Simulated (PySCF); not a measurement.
## Sn(OH)₂, singlet: structure and spectrum

Computed with PySCF, BP86, basis Sn def2-TZVP with ECP28, O def2-TZVP, H def2-TZVP (scalar-relativistic core potentials, no spin–orbit coupling, density fitting).

The structure is a minimum.

Coordinates in bohr (charge 0 multiplicity 1):
```
Sn    0.0000    0.0000   -0.5549
O     2.9382    0.0000    1.8653
O    -2.9382    0.0000    1.8653
H     2.5313    0.0000    3.6600
H    -2.5313    0.0000    3.6600
```

| Quantity | Value |
| --- | --- |
| Point group | C2v |
| Bond lengths | O–H 0.974 Å (×2), Sn–O 2.014 Å (×2) |
| Bond angles | H–O–Sn 116.7° (×2), O–Sn–O 101.0° |
| Principal quadrupole moments (Buckingham, traceless) about the centre of mass | -12.69, 2.59, 10.09 D Å |
| Principal polarisabilities | 36.8, 52.2, 52.9 bohr³ |
| Rotational constants | 0.3436, 0.2082, 0.1297 cm⁻¹ |
| Atomisation energy without zero-point energy | 1745 kJ/mol |
| Zero-point energy | 63.8 kJ/mol |
| Entropy at 298.15 K and 1 bar | 296.8 J/(mol K) |
| Dipole moment | 0.37 D |
| Heat capacity Cp at 298.15 K | 71.6 J/(mol K) |
| Highest occupied level | -6.83 eV |
| Rotational symmetry number | 2 |
| Enthalpy at 298.15 K above 0 K | 15.15 kJ/mol |
| Lowest empty level | -2.82 eV |

Harmonic modes (masses in u: Sn 119.902, O 15.995, H 1.008):
```json
{"symmetry": "a1", "ω (cm⁻¹)": "183", "IR (km/mol)": "19.2", "μ (u)": "5.22"}
{"symmetry": "a2", "ω (cm⁻¹)": "291", "IR (km/mol)": "0.0", "μ (u)": "1.05"}
{"symmetry": "b1", "ω (cm⁻¹)": "375", "IR (km/mol)": "241", "μ (u)": "1.20"}
{"symmetry": "b2", "ω (cm⁻¹)": "542", "IR (km/mol)": "126", "μ (u)": "13.72"}
{"symmetry": "a1", "ω (cm⁻¹)": "556", "IR (km/mol)": "72.4", "μ (u)": "14.72"}
{"symmetry": "b2", "ω (cm⁻¹)": "605", "IR (km/mol)": "87.2", "μ (u)": "1.07"}
{"symmetry": "a1", "ω (cm⁻¹)": "731", "IR (km/mol)": "2.8", "μ (u)": "1.13"}
{"symmetry": "a1", "ω (cm⁻¹)": "3693", "IR (km/mol)": "41.5", "μ (u)": "1.07"}
{"symmetry": "b2", "ω (cm⁻¹)": "3694", "IR (km/mol)": "6.9", "μ (u)": "1.07"}
```

In C2v the vibrations span 4a1 + a2 + b1 + 3b2. Here b1 is antisymmetric to the molecular plane and b2 lies in it. The a2 mode carries no infrared intensity, as symmetry demands.

Charges (e):
| atom | Mulliken | Löwdin | polar tensor | Mayer order to Sn1 |
| --- | --- | --- | --- | --- |
| Sn1 | 0.73 | 0.45 | 1.06 | – |
| O2,3 | -0.65 | -0.36 | -0.74 | 0.97 |
| H4,5 | 0.29 | 0.14 | 0.21 | 0.04 |
Other Mayer orders above 0.3: O–H 0.90 (×2).

Mulliken populations on Sn1 (electrons outside its core potential): s 3.88, p 7.18, d 10.16, f 0.07.

Outer orbital energies (eV). occupied: -23.20, -12.71, -11.36, -9.34, -7.57, -7.20, -6.97, -6.83; empty: -2.82, -0.96, -0.82, 0.85.

This need not be the most stable arrangement of these atoms.

The final relaxation and frequency run took 58 s on 4 threads of a shared Arm Neoverse V2 host, with 124 basis functions and 15 gradients; the process peaked at 1.4 GiB.
